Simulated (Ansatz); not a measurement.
A structure relaxed at PBE0-D4/def2-TZVP, charge 0, multiplicity 1:

Cartesian coordinates in Å:
```
O -2.2025 0.3794 -0.0043
Si -1.1433 0.1688 1.2321
C 0.3516 -0.8139 0.6486
Si 1.2469 -0.0541 -0.7495
O 0.1535 0.5773 -1.7854
F 2.2291 1.0907 -0.2574
F 2.1724 -1.0748 -1.5374
H -1.7955 0.6331 -0.8395
H -0.6560 1.4627 1.7845
H -1.8667 -0.5761 2.2895
H 1.0482 -0.9443 1.4838
H 0.0086 -1.8093 0.3466
H 0.4537 0.9605 -2.6117
```

Task: Give its formula and SMILES.

Result: CH6F2O2Si2, `O[SiH2]C[Si](O)(F)F`.

Task: Point group (tolerance 0.08 Å, 0.16 Å for H)?

Result: C1.

Task: Summarise the bond lengths by kind.

Result: 2 × O–Si 1.633 to 1.642 Å; 2 × H–O 0.959 to 0.963 Å; 2 × C–Si 1.826 to 1.882 Å; 2 × H–Si 1.482 to 1.489 Å; 2 × C–H 1.095 Å; 2 × F–Si 1.587 Å.

All numbers were calculated with Ansatz.
